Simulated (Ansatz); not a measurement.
`C=COBC` and `CBOC` differ in one atom or group.

Ansatz, PBE0-D4/def2-TZVP geometries, multiplicity 1. Each molecule was computed in one conformer, which needn't be the lowest.

| property | `C=COBC` |
| --- | --- |
| HOMO energy (PBE0/def2-TZVPP) / eV | -7.38 |
| size of the dipole moment (PBE/def2-TZVPP) / D | 1.28 |
| LUMO energy (PBE0/def2-TZVPP) / eV | -0.17 |
| size of the dipole moment (ωB97M-V/def2-TZVPP) / D | 1.32 |
| HOMO energy (B3LYP/def2-TZVPP) / eV | -7.16 |
| LUMO energy (ωB97M-V/def2-TZVPP) / eV | 1.76 |

Question: Give the same properties after the change, and the shifts. (Best estimate.)

Answer: Ansatz gave: 
| property | `CBOC` | shift |
| --- | --- | --- |
| HOMO energy (PBE0/def2-TZVPP) / eV | -8.37 | -0.99 |
| size of the dipole moment (PBE/def2-TZVPP) / D | 1.01 | -0.27 |
| LUMO energy (PBE0/def2-TZVPP) / eV | 0.24 | 0.41 |
| size of the dipole moment (ωB97M-V/def2-TZVPP) / D | 1.06 | -0.26 |
| HOMO energy (B3LYP/def2-TZVPP) / eV | -8.17 | -1.01 |
| LUMO energy (ωB97M-V/def2-TZVPP) / eV | 2.07 | 0.31 |

With PBE0 the HOMO falls by 0.99 eV and the LUMO rises by 0.41 eV, so the gap widens by about 1.40 eV. PBE moves the HOMO by -0.69 eV and ωB97M-V by -1.07 eV. Dipoles are sizes alone; their direction can turn.

B3LYP here is the variant with VWN-RPA as its local correlation; programs differ in this.
